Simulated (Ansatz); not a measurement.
Cartesian coordinates in Å:
```
O 0.065 -0.314 -2.511
Si -1.073 0.463 -1.591
C -0.932 0.021 0.228
Si 0.837 0.033 0.835
O 0.959 -0.003 2.481
H 0.099 -1.271 -2.465
H -0.774 1.911 -1.787
H -1.514 0.765 0.785
H -1.386 -0.957 0.421
H 1.535 -1.141 0.239
H 1.511 1.288 0.430
H 0.672 -0.796 2.935
```

The species carries charge 0 and has multiplicity 2.

List the ωB97M-V/def2-TZVPP orbital energies in eV (Ansatz). (An estimate is asked.)

The calculation gave: α occupied: -1807.39, -1807.30, -526.32, -526.12, -281.12, -148.36, -148.29, -102.58, -102.46, -102.42, -102.42, -102.39, -102.39, -31.02, -30.86, -22.60, -18.41, -18.17, -15.66, -15.10, -14.65, -13.45, -13.26, -12.94, -12.69, -11.53, -11.38, -10.96, -7.34. α empty: 1.69, 1.92, 2.55, 3.45, 3.55, 3.77, 3.89, 4.21. β occupied: -1807.30, -1807.30, -526.24, -526.11, -281.09, -148.28, -148.26, -102.42, -102.40, -102.38, -102.38, -102.36, -102.31, -30.87, -30.85, -22.49, -18.31, -18.05, -15.62, -14.83, -14.51, -13.28, -13.07, -12.76, -12.44, -11.43, -11.32, -10.70. β empty: -0.30, 1.79, 1.99, 2.59, 3.50, 3.64, 3.90, 3.94. ⟨S²⟩ = 0.751.
